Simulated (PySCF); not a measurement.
# Electron correlation in F⁺ (fluorine, charge +1)

[He] 2s2 2p4, high-spin 3P determinant. All numbers are calculated (PySCF 2.14, the non-relativistic Hamiltonian (point nucleus), in aug-cc-pVQZ (6s5p4d3f2g, 80 functions)). Frozen: 1s2; 6 electrons correlated.

```json
{"level": "CCSD", "correlation energy (mhartree)": "-174.03"}
{"level": "(T)", "correlation energy (mhartree)": "-2.57"}
{"level": "CCSD(T)", "correlation energy (mhartree)": "-176.60"}
```

Diagnostics: T1 = 0.0040, D1 = 0.0086, largest double amplitude 0.023.

Is a single reference adequate?

Yes: T1 lies below 0.03 and no double amplitude reaches 0.07.
